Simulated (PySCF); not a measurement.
Which functional comes closest?

Molecule: SMILES P[Si](P)(P)P, H₈P₄Si.

Geometry (Å), atoms numbered from 1 in this order:
```xyz
13

P    -0.496   -0.763    2.108
Si    0.184   -0.067    0.059
P     1.970   -1.366   -0.459
P     0.804    2.099    0.322
P    -1.259   -0.287   -1.680
H    -1.097   -1.958    1.604
H    -1.716   -0.019    2.060
H     2.818   -0.737    0.504
H     2.389   -0.518   -1.531
H    -0.540    2.590    0.371
H     0.927    2.321   -1.085
H    -2.343    0.322   -0.976
H    -1.652   -1.617   -1.332
```

Geometry PBE0-D3(BJ)/def2-SVP throughout; GIAO in PySCF 2.14, gas phase, one conformer, non-relativistic; equivalent atoms averaged; basis pcSseg-1.

Reference values (measured; solution, C6H6; S. K. Latypov et al., Phys. Chem. Chem. Phys. 2015 (author manuscript)): δ(P1/P3/P4/P5) = -205.0 ppm vs 85 % H3PO4. Computed shifts are taken against H3PO4, calculated as an isolated molecule at each level.

Q: How do the functionals HF, LDA, PBE, BLYP, BP86, OPBE, KT2, KT3, B97-D, B3LYP, PBE0, mPW1PW91, WP04, B97-2, BHandHLYP, CAM-B3LYP, wB97X-D, LC-wPBE perform against the reference? Times are CPU seconds on shared hosts with different chips, so compare them loosely; the GGAs took longer than the global hybrids here, which isn't the general rule, and the cause wasn't traced.

A: 
```tsv
functional	kind	P1/P3/P4/P5	abs. error P	core-s
HF	Hartree–Fock	-222.4	17.4	9.3
LDA	LDA	-230.7	25.7	18
PBE	GGA	-219.9	14.9	23
BLYP	GGA	-207.7	2.7	21
BP86	GGA	-217.8	12.8	22
OPBE	GGA	-220.7	15.7	22
KT2	GGA	-212.1	7.1	23
KT3	GGA	-204.3	0.7	23
B97-D	GGA	-205.0	0.0	22
B3LYP	global hybrid	-216.0	11.0	16
PBE0	global hybrid	-229.6	24.6	18
mPW1PW91	global hybrid	-227.3	22.3	16
WP04	global hybrid	-188.1	16.9	16
B97-2	global hybrid	-221.2	16.2	16
BHandHLYP	global hybrid	-222.3	17.3	16
CAM-B3LYP	range-separated hybrid	-229.0	24.0	23
wB97X-D	range-separated hybrid	-233.1	28.1	23
LC-wPBE	range-separated hybrid	-249.6	44.6	27
```

For ³¹P the closest is B97-D (0.0 ppm) and the furthest LC-wPBE (44.6 ppm). One molecule is a small sample, and vibrational and solvent effects are absent from the calculation.
